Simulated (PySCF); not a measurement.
C3H6OS, SMILES C[C@@H]1OCS1. Atoms are numbered in the order given.

```xyz
11

C     -1.9483     0.3640     0.1221
C     -0.6894    -0.3829    -0.2451
O     -0.0240    -0.9434     0.8917
C      1.2714    -0.4008     0.6818
S      0.7771     0.6621    -0.7546
H     -2.4085     0.8158    -0.7799
H     -1.7241     1.1637     0.8539
H     -2.6809    -0.3413     0.5680
H     -0.8947    -1.1633    -1.0163
H      1.6413     0.1718     1.5617
H      2.0235    -1.1743     0.3995
```
Charge 0, spin multiplicity 1.

Geometry: PBE-D3(BJ)/def2-SVP. The structure was generated by enumeration; whether it is a known compound was not checked.

The numbers are results of PBE-D3(BJ)/def2-SVP (PySCF), not measurements.

Frequencies are harmonic and unscaled.

| mode | ν (cm⁻¹) | IR (km/mol) | moving atoms (share of kinetic energy) |
|---|---|---|---|
| 1 | 92 | 5.4 | C 37 %, H 33 %, O 25 % |
| 2 | 238 | 0.8 | H 86 % |
| 3 | 286 | 1.3 | H 39 %, C 29 %, S 23 %, O 10 % |
| 4 | 421 | 5.2 | C 49 %, H 28 %, O 19 % |
| 5 | 551 | 3.1 | S 48 %, O 23 %, C 23 % |
| 6 | 642 | 7.5 | C 60 %, H 20 %, S 19 % |
| 7 | 749 | 12.4 | C 62 %, H 20 %, S 9 %, O 9 % |
| 8 | 864 | 15.6 | H 39 %, O 34 %, C 26 % |
| 9 | 883 | 0.3 | H 83 %, C 15 % |
| 10 | 969 | 7.6 | H 75 %, C 23 % |
| 11 | 1041 | 21.0 | C 47 %, O 27 %, H 25 % |
| 12 | 1068 | 33.9 | C 54 %, H 28 %, O 18 % |
| 13 | 1107 | 44.3 | C 63 %, H 31 % |
| 14 | 1109 | 2.8 | H 83 %, C 12 % |
| 15 | 1187 | 69.8 | H 69 %, C 19 %, O 12 % |
| 16 | 1260 | 21.0 | H 74 %, C 22 % |
| 17 | 1312 | 11.7 | H 81 %, C 18 % |
| 18 | 1340 | 38.8 | H 69 %, C 30 % |
| 19 | 1397 | 6.2 | H 95 % |
| 20 | 1405 | 2.8 | H 96 % |
| 21 | 1460 | 2.2 | H 91 %, C 9 % |
| 22 | 2928 | 99.9 | H 94 % |
| 23 | 2935 | 42.2 | H 93 % |
| 24 | 2971 | 8.7 | H 97 % |
| 25 | 2990 | 32.5 | H 90 %, C 10 % |
| 26 | 3063 | 7.0 | H 91 %, C 9 % |
| 27 | 3088 | 8.5 | H 90 %, C 10 % |
